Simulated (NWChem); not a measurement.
System: PbCl, doublet; SMILES [Pb][Cl]

The following NWChem deck was run.

```
start job
memory heap 200 mb stack 900 mb global 1100 mb
geometry units angstroms noautosym nocenter noautoz
  Pb     0.000000     0.000000    -0.434850
  Cl     0.000000     0.000000     2.097033
end
basis spherical
  * library def2-svpd
end
ecp
  Pb library def2-ecp
end
dft
  odft
  mult 2
  xc bhlyp
  iterations 150
end
tddft
  cis
  nroots 6
end
task tddft energy
```

Output (shortened):

```
             Northwest Computational Chemistry Package (NWChem) 7.3.0
             --------------------------------------------------------

                             Geometry "geometry" -> ""
                             -------------------------

 Output coordinates in angstroms (scale by  1.889725989 to convert to a.u.)

  No.       Tag          Charge          X              Y              Z
 ---- ---------------- ---------- -------------- -------------- --------------
    1 Pb                  82.0000     0.00000000     0.00000000    -0.43485000
    2 Cl                  17.0000     0.00000000     0.00000000     2.09703300

 Effective nuclear repulsion energy (a.u.)     291.3535440246

                                 NWChem DFT Module
                                 -----------------

 Summary of "ao basis" -> "ao basis" (spherical)
 ------------------------------------------------------------------------------
       Tag                 Description            Shells   Functions and Types
 ---------------- ------------------------------  ------  ---------------------
 Pb                        def2-svpd                12       32   5s4p3d
 Cl                        def2-svpd                11       27   5s4p2d

            General Information
            -------------------
          SCF calculation type: DFT
          Wavefunction type:  spin polarized.
          No. of atoms     :     2
          No. of electrons :    39
           Alpha electrons :    20
            Beta electrons :    19
          Charge           :     0
          Spin multiplicity:     2
          Use of symmetry is: off; symmetry adaption is: off
          Maximum number of iterations: 150
          AO basis - number of functions:    59
                     number of shells:    23
          Convergence on energy requested:  1.00D-06
          Convergence on density requested:  1.00D-05
          Convergence on gradient requested:  5.00D-04

              XC Information
              --------------
                        BHLYP Method XC Functional
                     Hartree-Fock (Exact) Exchange  0.500
                        Slater Exchange Functional  0.500 local
                    Becke 1988 Exchange Functional  0.500 non-local
              Lee-Yang-Parr Correlation Functional  1.000

             Grid Information
             ----------------
          Grid used for XC integration:  medium
          Radial quadrature: Mura-Knowles
          Angular quadrature: Lebedev.
          Tag              B.-S. Rad. Rad. Pts. Rad. Cut. Ang. Pts.
          ---              ---------- --------- --------- ---------
          Pb                  1.80      123          12.0       590
          Cl                  1.00       88          12.0       590
          Grid pruning is: on
          Number of quadrature shells:   211
          Spatial weights used:  Erf1

      Superposition of Atomic Density Guess
      -------------------------------------

 Sum of atomic energies:        -678.68943164

      Non-variational initial energy
      ------------------------------

 Total energy =    -651.039135
 1-e energy   =   -1126.503378
 2-e energy   =     397.296219
 HOMO         =      -0.056537
 LUMO         =      -0.056537

   convergence    iter        energy       DeltaE   RMS-Dens  Diis-err
 ---------------- ----- ----------------- --------- --------- ---------
 d= 0,ls=0.0,diis     1   -652.8111260092 -7.31D+02  9.99D-03  5.05D-02
                                                     9.37D-03  4.53D-02
 d= 0,ls=0.0,diis     2   -652.8135429271 -2.42D-03  3.85D-03  5.70D-02
                                                     3.89D-03  5.63D-02
 d= 0,ls=0.0,diis     3   -652.8525177181 -3.90D-02  6.35D-04  5.32D-04
                                                     4.12D-04  4.15D-04
 d= 0,ls=0.0,diis     4   -652.8528685027 -3.51D-04  1.97D-04  5.28D-05
                                                     1.32D-04  4.78D-05
 d= 0,ls=0.0,diis     5   -652.8529026232 -3.41D-05  7.21D-05  2.37D-06
                                                     4.43D-05  1.28D-06
  Resetting Diis
 d= 0,ls=0.0,diis     6   -652.8529057675 -3.14D-06  1.42D-05  1.25D-07
                                                     1.33D-05  1.05D-07
 d= 0,ls=0.0,diis     7   -652.8529059570 -1.90D-07  3.78D-06  1.06D-08
                                                     3.08D-06  8.80D-09

         Total DFT energy =     -652.852905957043
      One electron energy =    -1127.678541999440
           Coulomb energy =      440.849586309903
    Exchange-Corr. energy =      -44.191974274100
 Nuclear repulsion energy =       78.168024006594

 Numeric. integr. density =       38.999999905670

                    DFT Final Alpha Molecular Orbital Analysis
                    ------------------------------------------

 Vector   18  Occ=1.000000D+00  E=-3.568298D-01
              MO Center= -5.8D-08,  1.4D-08,  1.9D+00, r^2= 1.6D+00
   Bfn.  Coefficient  Atom+Function         Bfn.  Coefficient  Atom+Function
  ----- ------------  ---------------      ----- ------------  ---------------
    44      0.587335  2 Cl px                41      0.453127  2 Cl px
    38      0.261107  2 Cl px                12      0.134521  1 Pb px
    47      0.096961  2 Cl px                45     -0.075921  2 Cl py
    42     -0.058573  2 Cl py                15      0.053482  1 Pb px
    21      0.053328  1 Pb d  1               9     -0.045661  1 Pb px

 Vector   19  Occ=1.000000D+00  E=-3.523575D-01
              MO Center= -3.8D-09,  1.7D-08,  2.0D+00, r^2= 1.5D+00
   Bfn.  Coefficient  Atom+Function         Bfn.  Coefficient  Atom+Function
  ----- ------------  ---------------      ----- ------------  ---------------
    45      0.594166  2 Cl py                42      0.451732  2 Cl py
    39      0.261577  2 Cl py                48      0.107228  2 Cl py
    13      0.103039  1 Pb py                44      0.076804  2 Cl px
    41      0.058392  2 Cl px                19     -0.057798  1 Pb d -1
    10     -0.036401  1 Pb py                 7     -0.035980  1 Pb py

 Vector   20  Occ=1.000000D+00  E=-2.105551D-01
              MO Center= -1.3D-08, -1.3D-09, -4.0D-01, r^2= 3.6D+00
   Bfn.  Coefficient  Atom+Function         Bfn.  Coefficient  Atom+Function
  ----- ------------  ---------------      ----- ------------  ---------------
    12      0.595920  1 Pb px                15      0.552348  1 Pb px
     9     -0.199250  1 Pb px                44     -0.194898  2 Cl px
     6     -0.193530  1 Pb px                41     -0.132916  2 Cl px
    13     -0.077030  1 Pb py                38     -0.075438  2 Cl px
    16     -0.071398  1 Pb py                47     -0.063193  2 Cl px

 Vector   21  Occ=0.000000D+00  E=-9.086353D-02
              MO Center=  1.0D-09,  2.4D-08, -4.6D-01, r^2= 3.9D+00
   Bfn.  Coefficient  Atom+Function         Bfn.  Coefficient  Atom+Function
  ----- ------------  ---------------      ----- ------------  ---------------
    16      0.618522  1 Pb py                13      0.519038  1 Pb py
    10     -0.186145  1 Pb py                 7     -0.181450  1 Pb py
    45     -0.178628  2 Cl py                42     -0.114365  2 Cl py
    15      0.079952  1 Pb px                12      0.067092  1 Pb px
    39     -0.065357  2 Cl py                29     -0.057059  1 Pb d -1

[...]

                                NWChem TDDFT Module
                                -------------------

            General Information
            -------------------
           No. of orbitals :     118
            Alpha orbitals :      59
             Beta orbitals :      59
        Alpha frozen cores :       0
         Beta frozen cores :       0
     Alpha frozen virtuals :       0
      Beta frozen virtuals :       0
         Spin multiplicity :       2
    Number of AO functions :      59
        Use of symmetry is : off
      Symmetry adaption is : off
         Schwarz screening :  0.10D-07

              XC Information
              --------------
                 BHLYP Method XC Functional
              Hartree-Fock (Exact) Exchange   0.50
                 Slater Exchange Functional   0.50 local
             Becke 1988 Exchange Functional   0.50 non-local
       Lee-Yang-Parr Correlation Functional   1.00

             TDDFT Information
             -----------------
          Calculation type : Tamm-Dancoff TDDFT
         Wavefunction type : Unrestricted
          No. of electrons :      39
           Alpha electrons :      20
            Beta electrons :      19
              No. of roots :       6
          Max subspacesize :    5200
            Max iterations :     100
               Target root :       1
           Target symmetry : none
      Symmetry restriction : off
                 Algorithm : Optimal
        Davidson threshold :  0.10D-03

    6 smallest eigenvalue differences (eV)
--------------------------------------------------------
  No. Spin  Occ  Vir  Irrep   E(Occ)    E(Vir)   E(Diff)
--------------------------------------------------------
    1    1   20   21 a        -0.211    -0.091     3.257
    2    1   20   22 a        -0.211    -0.021     5.146
    3    1   20   23 a        -0.211     0.024     6.386
    4    1   19   21 a        -0.352    -0.091     7.116
    5    2   19   20 a        -0.347    -0.084     7.163
    6    1   18   21 a        -0.357    -0.091     7.237
--------------------------------------------------------

  Entering Davidson iterations
  Unrestricted

  Iter   NTrls   NConv    DeltaV     DeltaE      Time
  ----  ------  ------  ---------  ---------  ---------
    1      6       0     0.73E-01   0.10+100        4.9
    2     12       0     0.34E-01   0.94E-02        5.2
    3     18       0     0.19E-01   0.28E-02        5.3
    4     24       1     0.16E-01   0.20E-02        4.9
    5     29       3     0.53E-02   0.31E-03        4.7
    6     32       5     0.29E-02   0.59E-04        3.8
    7     33       5     0.18E-02   0.21E-04        3.0
    8     34       5     0.47E-03   0.26E-05        2.9
    9     35       5     0.16E-03   0.25E-06        3.0
   10     36       6     0.75E-04   0.37E-07        2.9
  ----  ------  ------  ---------  ---------  ---------
  Convergence criterion met

  Ground state a        -652.852905957043 a.u.
  <S2> =   0.7528

  ----------------------------------------------------------------------------
  Root   1         a             -0.000081681 a.u.               -0.0022 eV
  <S2> =   0.7601
  ----------------------------------------------------------------------------
     Transition Moments    X  0.00000   Y -0.00000   Z  0.00000
     Dipole Oscillator Strength                   -0.0000000000
     Electric Quadrupole                          -0.0000000000
     Magnetic Dipole                              -0.0000000007
     Total Oscillator Strength                    -0.0000000007

     Occ.   20 alpha a   ---  Virt.   21 alpha a       -0.99658
     Occ.   20 alpha a   ---  Virt.   34 alpha a        0.05239
  ----------------------------------------------------------------------------
  Root   2         a              0.078829080 a.u.                2.1450 eV
  <S2> =   0.7588
  ----------------------------------------------------------------------------
     Transition Moments    X -0.15903   Y  0.02056   Z -0.00000
     Dipole Oscillator Strength                    0.0013512656
     Electric Quadrupole                           0.0000000090
     Magnetic Dipole                               0.0000004791
     Total Oscillator Strength                     0.0013517538

     Occ.   20 alpha a   ---  Virt.   22 alpha a        0.98639
     Occ.   20 alpha a   ---  Virt.   23 alpha a       -0.10749
     Occ.   20 alpha a   ---  Virt.   31 alpha a        0.10670
  ----------------------------------------------------------------------------
  Root   3         a              0.151042101 a.u.                4.1101 eV
  <S2> =   0.7581
  ----------------------------------------------------------------------------
     Transition Moments    X -1.12281   Y  0.14514   Z  0.00000
     Dipole Oscillator Strength                    0.1290681898
     Electric Quadrupole                           0.0000000687
     Magnetic Dipole                               0.0000003864
     Total Oscillator Strength                     0.1290686449

     Occ.   20 alpha a   ---  Virt.   22 alpha a        0.10852
     Occ.   20 alpha a   ---  Virt.   23 alpha a        0.98652
     Occ.   20 alpha a   ---  Virt.   26 alpha a        0.08553
  ----------------------------------------------------------------------------
  Root   4         a              0.160552091 a.u.                4.3688 eV
  <S2> =   2.6772
  ----------------------------------------------------------------------------
     Transition Moments    X  0.00000   Y -0.00000   Z  0.07304
     Dipole Oscillator Strength                    0.0005710123
     Electric Quadrupole                           0.0000000020
     Magnetic Dipole                               0.0000000000
     Total Oscillator Strength                     0.0005710143

     Occ.   19 alpha a   ---  Virt.   21 alpha a        0.80908
     Occ.   19 alpha a   ---  Virt.   28 alpha a        0.07659
     Occ.   17 beta  a   ---  Virt.   22 beta  a       -0.05855
     Occ.   18 beta  a   ---  Virt.   20 beta  a       -0.56438
     Occ.   18 beta  a   ---  Virt.   27 beta  a       -0.06596
     Occ.   19 beta  a   ---  Virt.   21 beta  a       -0.08038
  ----------------------------------------------------------------------------
  Root   5         a              0.165722457 a.u.                4.5095 eV
  <S2> =   2.6954
  ----------------------------------------------------------------------------
     Transition Moments    X -0.00000   Y  0.00000   Z  0.00000
     Dipole Oscillator Strength                    0.0000000000
     Electric Quadrupole                           0.0000000002
     Magnetic Dipole                               0.0000000001
     Total Oscillator Strength                     0.0000000003

     Occ.   18 alpha a   ---  Virt.   21 alpha a        0.58361
     Occ.   18 alpha a   ---  Virt.   28 alpha a        0.05322
     Occ.   19 beta  a   ---  Virt.   20 beta  a       -0.80170
     Occ.   19 beta  a   ---  Virt.   27 beta  a       -0.07561
  ----------------------------------------------------------------------------
  Root   6         a              0.169877451 a.u.                4.6226 eV
  <S2> =   0.7956
  ----------------------------------------------------------------------------
     Transition Moments    X -0.00000   Y  0.00000   Z  0.00000
     Dipole Oscillator Strength                    0.0000000000
     Electric Quadrupole                           0.0000000050
     Magnetic Dipole                               0.0000000001
     Total Oscillator Strength                     0.0000000051

     Occ.   18 alpha a   ---  Virt.   21 alpha a        0.80123
     Occ.   18 alpha a   ---  Virt.   28 alpha a        0.06533
     Occ.   19 beta  a   ---  Virt.   20 beta  a        0.58790

              Target root =      1
          Target symmetry = none
      Ground state energy =   -652.852905957043
        Excitation energy =     -0.000081681140
     Excited state energy =   -652.852987638184

  stored tddft:energy   -652.85298763818366
```

Level: BHandHLYP/def2-SVPD with def2 effective core potentials on Pb, spin-unrestricted, TDA. The state is orbitally degenerate and is run as one real component. The geometry was optimised at PBE0/def2-SVP, spin-unrestricted. The spin multiplicity was typed, not searched, and may not be the lowest. No stability test was run on the SCF state. def2 effective core potentials on Pb; no spin-orbit coupling.
